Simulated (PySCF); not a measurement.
H₄WO, singlet: computed properties

These are results of PBE0 in PySCF with W def2-TZVP with ECP60, O def2-TZVP, H def2-TZVP; scalar-relativistic core potentials, no spin–orbit coupling; density-fitted integrals, not measurements.

The structure is a minimum.

| Property | Result |
| --- | --- |
| Point group | Cs |
| Bond lengths | W–H 1.685 Å (×2), W–H 1.697 Å, W–H 1.772 Å, W–O 1.672 Å |
| Bond angles | H–W–H 59.4° (×2), H–W–H 110.4° (×2), H–W–H 118.7°, H–W–H 132.1°, H–W–O 99.1° (×2), H–W–O 109.2°, H–W–O 118.7° |
| Rotational constants | 1.592, 0.3577, 0.3423 cm⁻¹ |
| Entropy at 298.15 K and 1 bar | 280.8 J/(mol K) |
| Dipole moment | 1.81 D |
| Principal polarisabilities | 45.5, 45.9, 47.6 bohr³ |
| Rotational symmetry number | 1 |
| Lowest empty level | -3.27 eV |
| Atomisation energy without zero-point energy | 1846 kJ/mol |
| Zero-point energy | 84.5 kJ/mol |
| Heat capacity Cp at 298.15 K | 59.7 J/(mol K) |
| Principal quadrupole moments (Buckingham, traceless) about the centre of mass | -2.45, -0.04, 2.49 D Å |
| Enthalpy at 298.15 K above 0 K | 12.87 kJ/mol |
| Highest occupied level | -8.43 eV |

Harmonic modes (masses in u: W 183.951, O 15.995, H 1.008):
| symmetry | ω (cm⁻¹) | IR (km/mol) | μ (u) |
| --- | --- | --- | --- |
| a'' | 212 | 136 | 1.08 |
| a' | 575 | 9.2 | 1.18 |
| a' | 679 | 22.6 | 1.03 |
| a'' | 746 | 41.3 | 1.07 |
| a' | 789 | 40.0 | 1.04 |
| a' | 942 | 77.8 | 1.05 |
| a'' | 1014 | 115 | 1.01 |
| a' | 1098 | 125 | 8.06 |
| a' | 1881 | 252 | 1.02 |
| a' | 2022 | 46.7 | 1.01 |
| a' | 2083 | 17.6 | 1.01 |
| a'' | 2084 | 103 | 1.02 |

Charges (e):
```json
{"atom": "W1", "Mulliken": "0.51", "Löwdin": "0.36", "polar tensor": "1.14", "Mayer order to W1": "–"}
{"atom": "O2", "Mulliken": "-0.41", "Löwdin": "-0.21", "polar tensor": "-0.61", "Mayer order to W1": "2.29"}
{"atom": "H3,5", "Mulliken": "0.00", "Löwdin": "-0.01", "polar tensor": "-0.10", "Mayer order to W1": "0.96"}
{"atom": "H4", "Mulliken": "0.05", "Löwdin": "0.00", "polar tensor": "-0.01", "Mayer order to W1": "0.91"}
{"atom": "H6", "Mulliken": "-0.14", "Löwdin": "-0.15", "polar tensor": "-0.33", "Mayer order to W1": "0.95"}
```

Mulliken populations on W1 (electrons outside its core potential): s 2.77, p 6.61, d 4.03, f 0.08.

Outer orbital energies (eV). occupied: -26.40, -12.19, -11.67, -11.56, -11.33, -9.89, -9.62, -8.43; empty: -3.27, -1.76, -1.11, -0.90.

This need not be the most stable arrangement of these atoms. No spin–orbit coupling is included, which matters more the heavier the element.

The final relaxation and frequency run took roughly 2.6 core-minutes on a shared host.
